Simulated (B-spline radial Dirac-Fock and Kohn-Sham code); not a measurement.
# Magnetic form factor of the 3d shell of Se⁶⁺

System: the Se⁶⁺ ion, configuration [Ar] 3d9 4s1 (not the ground configuration).

The run's input, task.json:

```json
{"items": [{
  "Z": 34,
  "q": 6,
  "cfg": [[1, 0, 2], [2, 0, 2], [2, 1, 6], [3, 0, 2], [3, 1, 6], [3, 2, 9], [4, 0, 1]],
  "A": 80,
  "rrms": 4.14,
  "do": ["scatter"],
  "s": [0.0, 0.08, 0.1, 0.11, 0.13, 0.16, 0.19, 0.23, 0.27, 0.32, 0.38, 0.46, 0.54, 0.65, 0.77, 0.92, 1.09, 1.3, 1.54, 1.84, 2.19, 2.6, 3.1],
  "pz": [0, 0.1, 0.2, 0.3, 0.4, 0.5, 0.6, 0.8, 1.0, 1.2, 1.4, 1.6, 1.8, 2.0, 2.5, 3.0, 4.0, 5.0, 7.0, 10.0, 15.0, 20.0, 30.0, 40.0, 60.0, 100.0],
  "hv_scatter": [1000, 2000, 5000, 8047.8, 17479.3, 20000, 30000, 500000]
}]}
```

Command: `python xray_run.py task.json out`

Method: relativistic Hartree-Fock (Dirac-Fock) wave functions, averaged over the configuration. Computed with a radial atomic solver. ⟨j_K⟩ is the integral of the 3d radial density with the spherical Bessel function j_K(4πsr), s = sin θ/λ.

| s (Å⁻¹) | ⟨j0⟩ | ⟨j2⟩ | ⟨j4⟩ |
| --- | --- | --- | --- |
| 0 | 1.0000 | 0.0000 | 0.0000 |
| 0.08 | 0.9800 | 0.0080 | 0.0000 |
| 0.1 | 0.9689 | 0.0123 | 0.0001 |
| 0.11 | 0.9626 | 0.0148 | 0.0001 |
| 0.13 | 0.9482 | 0.0204 | 0.0002 |
| 0.16 | 0.9228 | 0.0303 | 0.0005 |
| 0.19 | 0.8932 | 0.0415 | 0.0009 |
| 0.23 | 0.8482 | 0.0582 | 0.0018 |
| 0.27 | 0.7980 | 0.0762 | 0.0033 |
| 0.32 | 0.7303 | 0.0993 | 0.0060 |
| 0.38 | 0.6452 | 0.1264 | 0.0107 |
| 0.46 | 0.5318 | 0.1582 | 0.0192 |
| 0.54 | 0.4252 | 0.1826 | 0.0301 |
| 0.65 | 0.2982 | 0.2020 | 0.0470 |
| 0.77 | 0.1900 | 0.2060 | 0.0652 |
| 0.92 | 0.0964 | 0.1924 | 0.0837 |
| 1.09 | 0.0337 | 0.1639 | 0.0962 |
| 1.3 | -0.0032 | 0.1244 | 0.0996 |
| 1.54 | -0.0169 | 0.0850 | 0.0924 |

Radial moments of the shell: ⟨r²⟩ = 0.4295, ⟨r⁴⟩ = 0.3705, ⟨r⁶⟩ = 0.5515 in powers of bohr.
